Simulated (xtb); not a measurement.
CH₉FN₂Si₂, SMILES N[SiH2]N[SiH2]CF. All values are semi-empirical tight-binding results from xtb (GFN2-xTB unless named), good for trends rather than for accurate numbers. The structure is a stationary point at GFN2-xTB. The structure was generated by enumeration, and PubChem lists no compound with its InChIKey, so it may never have been made. Other conformers were not sampled.

```yaml
orbital_gap: 5.42 eV
dipole_moment: 3.89 D
zero_point_energy: 64.3 kcal/mol
G − E(el) at 298.15 K (modified RRHO): 41.6 kcal/mol
static polarisability (D4 model): 90.8 bohr³
solvation energy, GFN2-xTB/ALPB(water): -4.6 kcal/mol
solvation energy, GFN2-xTB/ALPB(ch2cl2): -5.3 kcal/mol
```
